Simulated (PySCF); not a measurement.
Molfile (atoms numbered from 1):
```
C6H11B
     RDKit          3D

 18 17  0  0  0  0  0  0  0  0999 V2000
    2.6969    0.1927    0.0934 C   0  0  0  0  0  0  0  0  0  0  0  0
    1.5716    0.8855   -0.1387 C   0  0  0  0  0  0  0  0  0  0  0  0
    0.5615    1.2633    0.9070 C   0  0  0  0  0  0  0  0  0  0  0  0
   -0.0557   -0.1854    0.9116 B   0  0  0  0  0  0  0  0  0  0  0  0
   -1.1571   -0.6637   -0.0846 C   0  0  0  0  0  0  0  0  0  0  0  0
   -1.6119   -1.9237    0.0594 C   0  0  0  0  0  0  0  0  0  0  0  0
   -1.7421    0.2585   -1.1186 C   0  0  0  0  0  0  0  0  0  0  0  0
    3.3588   -0.1034   -0.7241 H   0  0  0  0  0  0  0  0  0  0  0  0
    3.0007   -0.0804    1.1086 H   0  0  0  0  0  0  0  0  0  0  0  0
    1.3112    1.1137   -1.1790 H   0  0  0  0  0  0  0  0  0  0  0  0
    1.0372    1.5519    1.8535 H   0  0  0  0  0  0  0  0  0  0  0  0
   -0.0985    2.0646    0.5491 H   0  0  0  0  0  0  0  0  0  0  0  0
    0.3871   -0.9878    1.7043 H   0  0  0  0  0  0  0  0  0  0  0  0
   -1.1870   -2.5944    0.8120 H   0  0  0  0  0  0  0  0  0  0  0  0
   -2.4223   -2.3292   -0.5598 H   0  0  0  0  0  0  0  0  0  0  0  0
   -2.5310   -0.2265   -1.7133 H   0  0  0  0  0  0  0  0  0  0  0  0
   -2.1745    1.1584   -0.6509 H   0  0  0  0  0  0  0  0  0  0  0  0
   -0.9682    0.6163   -1.8178 H   0  0  0  0  0  0  0  0  0  0  0  0
  1  2  2  0
  2  3  1  0
  3  4  1  0
  4  5  1  0
  5  6  2  0
  5  7  1  0
  1  8  1  0
  1  9  1  0
  2 10  1  0
  3 11  1  0
  3 12  1  0
  4 13  1  0
  6 14  1  0
  6 15  1  0
  7 16  1  0
  7 17  1  0
  7 18  1  0
M  END
```

Theoretical values (PySCF 2.14.0 with density-fitted response routines): PBE0-D3(BJ)/def2-SVP geometry, shielding tensors at PBE0/pcSseg-1 (GIAO). No solvent model, non-relativistic, one conformer, one averaged value for each set of equivalent atoms.

Shifts are taken against calculated references (same method and geometry level): TMS for 13C (σref 184.41), 1H (σref 31.27); 11B (σref 100.73) against BF3·OEt2.

| atoms | nucleus | count | Hirshfeld charge | δ (ppm) |
| --- | --- | --- | --- | --- |
| H14 | 1H | 1 | 0.05 | ? |
| H13 | 1H | 1 | -0.07 | 5.38 |
| C6 | 13C | 1 | -0.07 | 154.3 |
| H11/H12 | 1H | 2 | 0.04 | 2.41 |
| H15 | 1H | 1 | 0.04 | ? |
| C5 | 13C | 1 | -0.06 | 157.3 |
| H16/H17/H18 | 1H | 3 | 0.04 | 1.88 |
| C7 | 13C | 1 | -0.12 | 23.7 |
| H8 | 1H | 1 | 0.05 | 5.78 |
| H9 | 1H | 1 | 0.05 | 5.49 |
| C2 | 13C | 1 | -0.02 | 128.8 |
| B4 | 11B | 1 | 0.12 | 48.3 |
| H10 | 1H | 1 | 0.05 | ? |
| C3 | 13C | 1 | -0.14 | ? |
| C1 | 13C | 1 | -0.09 | ? |

Question: Estimate the values marked ?.

Answer: 
- C1: 137.1 ppm, terminal =CH2 carbon; an sp2 carbon of a C=C bond
- C3: 31.6 ppm, allylic sp3 CH2 bonded to B
- H15: 6.44 ppm, hydrogen on a terminal =CH2 carbon; olefinic region
- H14: 6.30 ppm, hydrogen on a terminal =CH2 carbon; a vinylic proton, deshielded by the sp2 carbon and the C=C anisotropy
- H10: 5.48 ppm, hydrogen on an alkene CH; olefinic region

Hydrogens on boron are broadened and split by 11B (spin 3/2, 80 %) and 10B (spin 3). A carbon bonded to boron is broadened by the quadrupolar boron nucleus and is often missing from a measured spectrum. Shifts are as computed. Against solution values, carbons near 30 ppm lie about +2 ppm off and those near 130 ppm about +5 ppm. Of 1313 compounds with measured shifts, 239 miss one by over three times the rms of a fit or turn the order of signals round; such compounds aren't used in these exercises.
